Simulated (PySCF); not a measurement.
CH₃F₃Si. Atoms are numbered in the order given.

```xyz
8

F      1.6360     0.9541     0.0000
Si     0.9841    -0.5461     0.0000
C     -0.9349    -0.3922     0.0000
F     -1.3477     0.2956     1.1165
F     -1.3477     0.2956    -1.1165
H      1.4111    -1.2635    -1.2446
H      1.4111    -1.2635     1.2446
H     -1.4543    -1.3840     0.0000
```

Coordinates come from a PBE-D3(BJ)/def2-SVP optimisation. One conformer was computed; it need not be the lowest.

Method: PBE/def2-TZVP (PySCF).

Symmetry labels are those of the subgroup Cs that the program uses (full group Cs).

Computed valence orbital energies around the gap with their symmetry:
```json
[
 {"orbital": "HOMO−7", "symmetry": "A'", "energy (eV)": "-11.00"},
 {"orbital": "HOMO−6", "symmetry": "A\"", "energy (eV)": "-10.80"},
 {"orbital": "HOMO−5", "symmetry": "A'", "energy (eV)": "-10.32"},
 {"orbital": "HOMO−4", "symmetry": "A\"", "energy (eV)": "-10.10"},
 {"orbital": "HOMO−3", "symmetry": "A\"", "energy (eV)": "-9.72"},
 {"orbital": "HOMO−2", "symmetry": "A'", "energy (eV)": "-9.60"},
 {"orbital": "HOMO−1", "symmetry": "A\"", "energy (eV)": "-8.64"},
 {"orbital": "HOMO", "symmetry": "A'", "energy (eV)": "-7.33"},
 {"orbital": "LUMO", "symmetry": "A'", "energy (eV)": "-1.42"},
 {"orbital": "LUMO+1", "symmetry": "A\"", "energy (eV)": "-0.04"},
 {"orbital": "LUMO+2", "symmetry": "A'", "energy (eV)": "-0.03"},
 {"orbital": "LUMO+3", "symmetry": "A'", "energy (eV)": "0.79"}
]
```
